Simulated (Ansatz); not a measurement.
Abridged output of a molecular run in Ansatz:

```
Functional definition: HF
  name "HF"
  cite "Fock, Z. Phys. 61, 126 (1930) doi:10.1007/BF01340294"
  parent pbe
  exchange = exact_x
  correlation = 0
2370 factors; integrals over basis functions are off by at most 1.1e-3 eV
mean field evaluation 1: about -10404.6088 eV, gradient 5.0e1 eV
mean field evaluation 2: about -10405.1060 eV, gradient 5.0e1 eV
mean field evaluation 4: about -10411.3753 eV, gradient 7.7e0 eV
mean field evaluation 8: about -10411.5371 eV, gradient 5.6e-1 eV
mean field evaluation 16: about -10411.5393 eV, gradient 3.0e-6 eV
mean field -10411.53926377 eV, -382.6170107488 hartree, gradient 3.0e-6 eV, S^2 0.000000; 0 other end points of the search recorded, 0 dependent functions left out; unrestricted orbitals would lower it
9 core orbitals not correlated: weight in the atoms' cores, before any rotation towards them, 1.000 or more for the frozen orbitals, at most 0.000 for the correlated occupied ones
reference -10411.53926377 eV, -382.6170107488 hartree; 23, 23 occupied and 359, 359 virtual orbitals, 2370 factors
second order -40.67243421 eV of doubles, -0.00000000 eV of singles
cycle   1  -40.21241356 eV  change    4.6e-1 eV  update   1.5e-1
cycle   2  -41.29560789 eV  change    -1.1e0 eV  update   5.0e-2
cycle   3  -41.54919880 eV  change   -2.5e-1 eV  update   2.3e-2
cycle   4  -41.53831711 eV  change    1.1e-2 eV  update   6.9e-3
cycle   5  -41.53561679 eV  change    2.7e-3 eV  update   3.5e-3
cycle   6  -41.53815460 eV  change   -2.5e-3 eV  update   1.2e-3
cycle   7  -41.53791087 eV  change    2.4e-4 eV  update   5.7e-4
cycle   8  -41.53760650 eV  change    3.0e-4 eV  update   2.1e-4
cycle   9  -41.53770994 eV  change   -1.0e-4 eV  update   9.1e-5
cycle  10  -41.53776966 eV  change   -6.0e-5 eV  update   2.9e-5
cycle  11  -41.53771141 eV  change    5.8e-5 eV  update   1.3e-5
cycle  12  -41.53772722 eV  change   -1.6e-5 eV  update   5.1e-6
perturbative correction -2.12600101 eV, -0.0781290960 hartree
Total energy: -10455.20299200 eV, -384.2216231648 hartree
```

Its atoms:

Cartesian coordinates in Å:
```
C 1.636 -1.634 -1.406
C 0.366 -0.838 -1.546
O -0.248 -0.829 -2.588
C -0.120 -0.061 -0.369
C 0.560 -0.041 0.846
C 0.069 0.696 1.912
C -1.105 1.419 1.771
C -1.790 1.405 0.562
C -1.300 0.669 -0.501
H 1.544 -2.375 -0.607
H 2.476 -0.983 -1.149
H 1.841 -2.138 -2.348
H 1.478 -0.603 0.967
H 0.605 0.707 2.854
H -1.489 1.996 2.604
H -2.708 1.970 0.452
H -1.815 0.641 -1.454
```

Problem. Which basis set was used?
A. def2-QZVPP
B. def2-TZVPPD
C. def2-SVP
D. def2-TZVPP

Solution. D. It gives 391 functions.

Problem. Write the keys of the input that set method, charge and spin (a neutral closed shell needs none for the last two).

Solution. 
```yaml
correlation: {method: ccsd_t}
```
